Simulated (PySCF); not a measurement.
CuF2, SMILES [F][Cu-][F], charge -1, multiplicity 1.

The structure is a stationary point at PBE-D3(BJ)/def2-TZVPD. The multiplicity is an assumed one; other spin states were not compared.

Calculation: PBE-D3(BJ)/def2-TZVPD run with PySCF 2.14.0.

Frequencies are harmonic and unscaled.

Modes within 1.5 cm⁻¹ of each other (mostly degenerate sets) share a row, with their intensities summed.

Question: List the normal modes with their intensities. (An estimate is asked for; the answer gives what the named calculation found.)

Answer: 
```json
[
 {"mode": "1–2", "ν (cm⁻¹)": "170", "IR (km/mol)": "16.7", "moving atoms (share of kinetic energy)": "F 63 %, Cu 37 %"},
 {"mode": "3", "ν (cm⁻¹)": "469", "IR (km/mol)": "0.0", "moving atoms (share of kinetic energy)": "F 100 %"},
 {"mode": "4", "ν (cm⁻¹)": "576", "IR (km/mol)": "136.6", "moving atoms (share of kinetic energy)": "F 63 %, Cu 37 %"}
]
```
